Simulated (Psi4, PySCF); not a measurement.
Conformational energy of SMILES c1c(C)ccc(c1)B(O)O. Scanned: dihedral C4–C5–B6–O7; all other coordinates were relaxed at GFN2-xTB. Points at φ and −φ are mirror images. Heavy atoms are numbered in the order of the SMILES Cc1ccc(B(O)O)cc1, hydrogens after them in the order of the atoms that carry them; the mirror image has the same energies with the sign of each dihedral reversed.

Levels: RHF/6-31G* = PySCF with restricted Hartree-Fock/6-31G*, spherical d, density fitting // GFN2-xTB; PBE-D3(BJ)/def2-SVP // GFN2-xTB (Psi4).

Energies relative to the lowest point of each profile, in kcal/mol:

```tsv
φ / °	RHF/6-31G*
-165	0.1
-150	0.5
-135	1.4
-90	4.5
-45	1.5
-15	0.1
30	0.5
45	1.5
60	2.7
105	4.0
135	1.4
165	0.1
```

**Question.** Estimate the PBE-D3(BJ)/def2-SVP values at these points.

**Answer.** -165: 0.1; -150: 0.5; -135: 1.4; -90: 4.1; -45: 1.4; -15: 0.1; 30: 0.5; 45: 1.4; 60: 2.5; 105: 3.7; 135: 1.4; 165: 0.1 (kcal/mol).
